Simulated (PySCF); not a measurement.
A PySCF script (with the pyscf-properties extension) for the NMR shieldings of `InChI=1S/C5H13NSSi/c1-5(7-8)4-6(2)3/h1,4H2,2-3,8H3`, on a GFN2-xTB geometry:

```python
import basis_set_exchange as bse
import numpy as np
from pyscf import gto, dft
from pyscf.prop import nmr

atoms = """
C     1.275965   -2.613844   -0.275254
C     0.940645   -1.457108    0.283494
C    -0.471499   -0.953600    0.341467
N    -0.541411    0.442756   -0.056809
C    -1.867232    0.991665    0.152237
C    -0.134698    0.605975   -1.441483
S     2.159578   -0.439470    1.041115
Si    1.146163    1.416323    1.504375
H     2.294375   -2.956959   -0.276784
H     0.539277   -3.253469   -0.730969
H    -1.111342   -1.588968   -0.291175
H    -0.830656   -1.028686    1.374334
H    -1.855288    2.054246   -0.085866
H    -2.153719    0.876191    1.196203
H    -2.618268    0.495580   -0.476038
H     0.877034    0.225255   -1.569274
H    -0.146438    1.663991   -1.698464
H    -0.801279    0.067290   -2.127249
H     1.121903    2.340407    0.382292
H    -0.014535    1.193198    2.353802
H     2.182503    1.936168    2.409938
"""
names = dict.fromkeys(["C", "N", "S", "Si", "H"], "pcSseg-1")
basis = {el: gto.basis.parse(bse.get_basis(n, elements=[el], fmt="nwchem")) for el, n in names.items()}
mol = gto.M(atom=atoms, basis=basis, charge=0, verbose=0)
mf = dft.RKS(mol, xc="PBE0")
mf.grids.level = 2
mf.grids.alignment = dft.numint.BLKSIZE   # the property module wants whole blocks of grid points
mf.conv_tol = 1e-9
mf.kernel()

calc = nmr.RKS(mf)   # GIAO
C = mf.mo_coeff
Co = C[:, mf.mo_occ > 0]
resp = mf.gen_response(singlet=True, hermi=2)
def vind(x):   # induced exchange potential for any number of trial vectors
    d = np.einsum("pi,xij,qj->xpq", C, 2 * x.reshape(-1, C.shape[1], Co.shape[1]), Co, optimize=True)
    return np.einsum("xpq,pi,qj->xij", resp(d - d.transpose(0, 2, 1)), C, Co, optimize=True).ravel()
mo1, _ = nmr.rhf.solve_mo1(calc, with_cphf=vind)
sigma = calc.kernel(mo1)
for i, s in enumerate(sigma):   # ppm
    w = np.linalg.eigvalsh((s + s.T) / 2)
    print("%2d %-2s iso %8.1f  s11 %8.1f  s22 %8.1f  s33 %8.1f" % (i, mol.atom_pure_symbol(i), w.mean(), *w))
```

Q: What are the results?

A: 
```
 0 C  iso     69.3  s11    -41.2  s22     98.1  s33    151.1
 1 C  iso     35.0  s11    -73.7  s22     38.6  s33    140.2
 2 C  iso    119.4  s11     91.6  s22    117.6  s33    148.9
 3 N  iso    210.6  s11    195.5  s22    211.6  s33    224.7
 4 C  iso    142.7  s11    118.6  s22    123.1  s33    186.3
 5 C  iso    145.6  s11    119.5  s22    132.8  s33    184.5
 6 S  iso    595.2  s11    370.9  s22    521.1  s33    893.5
 7 Si iso    427.0  s11    369.0  s22    430.6  s33    481.6
 8 H  iso     26.2  s11     22.7  s22     23.9  s33     32.1
 9 H  iso     26.3  s11     22.1  s22     24.9  s33     31.9
10 H  iso     29.1  s11     24.9  s22     28.9  s33     33.7
11 H  iso     28.4  s11     25.2  s22     27.4  s33     32.5
12 H  iso     29.6  s11     25.3  s22     26.7  s33     36.6
13 H  iso     29.5  s11     25.2  s22     27.4  s33     36.0
14 H  iso     29.8  s11     25.9  s22     27.1  s33     36.4
15 H  iso     29.1  s11     23.8  s22     29.5  s33     34.0
16 H  iso     29.7  s11     25.7  s22     27.1  s33     36.3
17 H  iso     30.3  s11     26.9  s22     27.1  s33     36.8
18 H  iso     27.1  s11     23.0  s22     27.1  s33     31.3
19 H  iso     27.2  s11     23.3  s22     26.8  s33     31.4
20 H  iso     27.3  s11     22.8  s22     24.9  s33     34.1
```

These numbers come from an equivalent density-fitted implementation of the same equations, which agrees with the script to about 0.01 ppm for H and up to a few tenths of a ppm for heavy atoms, so last digits may differ.

Q: Turn these shieldings into chemical shifts. References, each an isolated molecule treated in the same way: ¹³C (186.93 ppm) and ²⁹Si (349.16 ppm) and ¹H (31.72 ppm) against TMS; ¹⁵N (267.73 ppm) against NH3; ³³S (503.73 ppm) against CS2.

A: Averaging equivalent atoms: C 1: 151.9; C 0: 117.6; C 2: 67.5; C 4/5: 42.8; N 3: 57.1; S 6: -91; Si 7: -77.9; H 8: 5.48; H 9: 5.41; H 18/19/20: 4.54; H 10/11: 2.95; H 12/13/14/15/16/17: 2.06 ppm. Experimental scales use liquid or dissolved standards, which lie at an offset from isolated NH3 (liquid NH3: subtract about 20 ppm).

Size and cost of the density-fitted run: 215 basis functions, 83 s wall time on 1 thread of an Arm Neoverse N1, shared host; peak memory 1 GiB.
